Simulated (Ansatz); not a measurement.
Consider the redistribution: `[CH3][AlH][SiH2]Cl` + `[BH2][AlH][O][SiH2]C` → `[BH2][AlH][AlH][CH3]` + `C[SiH2]O[SiH2]Cl`.

Gas-phase electronic energies from Ansatz, PBE0-D4/def2-TZVP geometries. CCSD(T)/CBS adds triple-zeta CCSD(T) − MP2 to the extrapolated MP2 energy (def2 sets, frozen cores). Each species was taken in one conformer, which may not be the lowest.

```json
{"level": "MP2/def2-QZVPP", "ΔE (eV)": "0.41"}
{"level": "CCSD/CBS(def2)", "ΔE (eV)": "0.38"}
```

Task: What does CCSD(T)/CBS give? (Best estimate.)

Result: Ansatz gave: +0.37 eV. The listed levels differ from it by 0.04, 0.01 eV.

Largest T1 diagnostic among the species: 0.013.
